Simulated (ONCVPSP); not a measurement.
**Configuration tests for O (ONCV)**

O (Z = 8), optimised norm-conserving Vanderbilt (ONCV), made with ONCVPSP 4.0.1 (Wu-Cohen, scalar-relativistic). Core [He], reference 2s1.75 2p4.25. Waves: 2s: rc 0.70 bohr, ncon 4, nbas 8, qcut 9.4 1/bohr, 1 projector; 2p: rc 1.70 bohr, ncon 4, nbas 8, qcut 9 1/bohr, 2 projectors, debl 1.6 Ha; d scattering state at 0.16 Ha: rc 1.80 bohr, ncon 4, nbas 9, qcut 5.1 1/bohr, 3 projectors, debl 0.6 Ha. Local part: polynomial inside 0.55 bohr (lpopt 5, dvloc0 1 Ha). Core correction: Teter function, fcfact 2.75, rcfact 1.1.

Energies are relative to the spin-unpolarised reference configuration 2s1.75 2p4.25; without spin polarisation the order of configurations can differ from experiment.

```tsv
valence configuration	charge	ΔE all-electron (eV)	error AE − PS (meV)
2s2 2p4	0	-3.707	+0.4
2s2 2p3	+1	12.702	+63
2s0 2p6	0	26.017	+21
```

Q: What are ΔE and the potential's error for 2s2 2p2?

A: ΔE = 46.272 eV all-electron; the error (AE − PS) is +384 meV.

Levels in the configuration 2s2 2p3:

| level | all-electron (eV) | pseudo (eV) |
| --- | --- | --- |
| 2s | -39.537 | -39.495 |
| 2p | -24.433 | -24.287 |
